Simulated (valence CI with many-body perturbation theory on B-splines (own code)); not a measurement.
Energy levels of Cr II

Level of theory: valence CI with perturbative core correlation (CI+MBPT): five valence electrons over a frozen Dirac-Fock core [Ar], a basis of 7 s, 7 p, 8 d, 6 f, 4 g, 1 h functions for each j, with the one-electron correlation potential Σ1, the two-electron term Σ2, the three-electron term Σ3, Breit, model QED; selected CI, second order for the rest, scaled by the run's own slope (own B-spline code, finite nucleus).

Against 16 measured levels this calculation errs by 2052 cm⁻¹ on average and by 3342 at most. These come from a selection out of the NIST Handbook of Basic Atomic Spectroscopic Data. Levels without a partner in it may be off by more, other configurations by 1,000 to 4,000 cm⁻¹. Among the levels kept, up to 1900 cm⁻¹ of a level comes from second order outside the variational space, and about a tenth of that is noise between levels of different J, which matters for small intervals. Only levels of the ground parity were solved; by the run's estimate the other parity begins above the list, which can be wrong where configurations are misplaced.

Levels 1 to 45 of 51, with energies above the lowest level, 3d5 6S_5/2. "Leading %" is the weight of the configuration and term that name the level; weights of strongly mixed levels are sums over their largest components and can fall short. In the jj column 3d3/2^4 stands for four electrons in 3d with j = 3/2.

| No. | Configuration | Term | J | E (eV) | Leading % | Leading jj | Second component | g |
| --- | --- | --- | --- | --- | --- | --- | --- | --- |
| 1 | 3d5 | 6S | 5/2 | 0.0000 | 98 | 3d3/2^2 3d5/2^3 (42 %) |  | 2.002 |
| 2 | 3d4.4s | 6D | 1/2 | 1.082 | 96 | 3d3/2^2 3d5/2^2 4s (44 %) |  | 3.338 |
| 3 | 3d4.4s | 6D | 3/2 | 1.092 | 96 | 3d3/2^3 3d5/2 4s (39 %) |  | 1.868 |
| 4 | 3d4.4s | 6D | 5/2 | 1.107 | 96 | 3d3/2^2 3d5/2^2 4s (60 %) |  | 1.658 |
| 5 | 3d4.4s | 6D | 7/2 | 1.126 | 96 | 3d3/2 3d5/2^3 4s (44 %) |  | 1.588 |
| 6 | 3d4.4s | 6D | 9/2 | 1.148 | 96 | 3d3/2 3d5/2^3 4s (44 %) |  | 1.556 |
| 7 | 3d4.4s | 4D | 1/2 | 2.007 | 89 | 3d3/2^2 3d5/2^2 4s (32 %) | 4 % 3d5 4D | -0.001 |
| 8 | 3d4.4s | 4D | 3/2 | 2.021 | 89 | 3d3/2^2 3d5/2^2 4s (45 %) | 4 % 3d5 4D | 1.200 |
| 9 | 3d4.4s | 4D | 5/2 | 2.041 | 89 | 3d3/2^2 3d5/2^2 4s (44 %) | 4 % 3d5 4D | 1.372 |
| 10 | 3d4.4s | 4D | 7/2 | 2.069 | 89 | 3d3/2 3d5/2^3 4s (41 %) | 5 % 3d5 4D | 1.429 |
| 11 | 3d5 | 4G | 5/2 | 2.459 | 95 | 3d3/2^2 3d5/2^3 (38 %) |  | 0.571 |
| 12 | 3d5 | 4G | 7/2 | 2.460 | 95 | 3d3/2^2 3d5/2^3 (42 %) |  | 0.984 |
| 13 | 3d5 | 4G | 9/2 | 2.460 | 95 | 3d3/2^2 3d5/2^3 (63 %) |  | 1.172 |
| 14 | 3d5 | 4G | 11/2 | 2.461 | 95 | 3d3/2^2 3d5/2^3 (49 %) |  | 1.273 |
| 15 | 3d5 | 4P | 1/2 | 2.676 | 88 | 3d3/2^2 3d5/2^3 (47 %) | 6 % 3d4.4s 4P | 2.665 |
| 16 | 3d5 | 4P | 3/2 | 2.679 | 89 | 3d3/2^2 3d5/2^3 (48 %) | 6 % 3d4.4s 4P | 1.731 |
| 17 | 3d5 | 4P | 5/2 | 2.682 | 90 | 3d3/2 3d5/2^4 (27 %) | 5 % 3d4.4s 4P | 1.598 |
| 18 | 3d5 | 4D | 7/2 | 3.058 | 89 | 3d3/2^2 3d5/2^3 (49 %) | 4 % 3d4.4s 4D | 1.429 |
| 19 | 3d5 | 4D | 1/2 | 3.058 | 90 | 3d3/2^2 3d5/2^3 (72 %) |  | 0.003 |
| 20 | 3d5 | 4D | 3/2 | 3.059 | 89 | 3d3/2 3d5/2^4 (38 %) | 4 % 3d4.4s 4D | 1.203 |
| 21 | 3d5 | 4D | 5/2 | 3.060 | 89 | 3d3/2^2 3d5/2^3 (40 %) | 4 % 3d4.4s 4D | 1.374 |
| 22 | 3d4.4s | 4H | 7/2 | 3.268 | 95 | 3d3/2^2 3d5/2^2 4s (41 %) |  | 0.667 |
| 23 | 3d4.4s | 4H | 9/2 | 3.275 | 95 | 3d3/2^2 3d5/2^2 4s (55 %) |  | 0.970 |
| 24 | 3d4.4s | 4H | 11/2 | 3.284 | 95 | 3d3/2^2 3d5/2^2 4s (60 %) |  | 1.133 |
| 25 | 3d4.4s | 4H | 13/2 | 3.295 | 96 | 3d3/2 3d5/2^3 4s (55 %) |  | 1.231 |
| 26 | 3d4.4s | 4P | 1/2 | 3.396 | 89 | 3d3/2^4 4s (38 %) | 6 % 3d5 4P | 2.665 |
| 27 | 3d4.4s | 4P | 3/2 | 3.439 | 90 | 3d3/2^3 3d5/2 4s (36 %) | 5 % 3d5 4P | 1.733 |
| 28 | 3d4.4s | 4F | 3/2 | 3.468 | 90 | 3d3/2^2 3d5/2^2 4s (46 %) | 5 % 3d5 4F | 0.399 |
| 29 | 3d4.4s | 4F | 5/2 | 3.472 | 90 | 3d3/2^2 3d5/2^2 4s (44 %) | 5 % 3d5 4F | 1.025 |
| 30 | 3d4.4s | 4F | 7/2 | 3.478 | 89 | 3d3/2^2 3d5/2^2 4s (39 %) | 5 % 3d5 4F | 1.234 |
| 31 | 3d4.4s | 4F | 9/2 | 3.484 | 89 | 3d3/2^3 3d5/2 4s (29 %) | 5 % 3d5 4F | 1.331 |
| 32 | 3d4.4s | 4P | 5/2 | 3.503 | 91 | 3d3/2 3d5/2^3 4s (35 %) | 5 % 3d5 4P | 1.600 |
| 33 | 3d5 | 2I | 11/2 | 3.600 | 95 | 3d3/2^2 3d5/2^3 (46 %) |  | 0.923 |
| 34 | 3d5 | 2I | 13/2 | 3.601 | 96 | 3d3/2^2 3d5/2^3 (96 %) |  | 1.077 |
| 35 | 3d4.4s | 4G | 5/2 | 3.730 | 93 | 3d3/2^2 3d5/2^2 4s (48 %) |  | 0.576 |
| 36 | 3d4.4s | 4G | 7/2 | 3.743 | 93 | 3d3/2^2 3d5/2^2 4s (45 %) |  | 0.987 |
| 37 | 3d4.4s | 4G | 9/2 | 3.753 | 92 | 3d3/2^2 3d5/2^2 4s (40 %) |  | 1.170 |
| 38 | 3d4.4s | 4G | 11/2 | 3.761 | 91 | 3d3/2 3d5/2^3 4s (56 %) |  | 1.266 |
| 39 | 3d4.4s | 2H | 9/2 | 3.832 | 89 | 3d3/2^2 3d5/2^2 4s (55 %) |  | 0.914 |
| 40 | 3d5 | 2D | 5/2 | 3.840 | 74 | 3d3/2^4 3d5/2 (32 %) | 14 % 3d5 2F | 1.146 |
| 41 | 3d4.4s | 2H | 11/2 | 3.856 | 88 | 3d3/2 3d5/2^3 4s (54 %) |  | 1.097 |
| 42 | 3d5 | 2D | 3/2 | 3.856 | 83 | 3d3/2^2 3d5/2^3 (53 %) | 7 % 3d4.4s 2D | 0.779 |
| 43 | 3d4.4s | 2P | 1/2 | 3.940 | 93 | 3d3/2^3 3d5/2 4s (30 %) |  | 0.671 |
| 44 | 3d5 | 2F | 7/2 | 3.966 | 75 | 3d3/2 3d5/2^4 (30 %) | 18 % 3d4.4s 2F | 1.142 |
| 45 | 3d5 | 4F | 5/2 | 3.974 | 77 | 3d3/2^2 3d5/2^3 (64 %) | 9 % 3d5 2F | 1.011 |

The ionisation energy to 3d4 5D_0 of the next ion comes out as 15.979 eV (NIST: 16.4863 eV (measured), further off than twice its uncertainty). All 51 levels together are meant to be complete up to 4.039 eV.
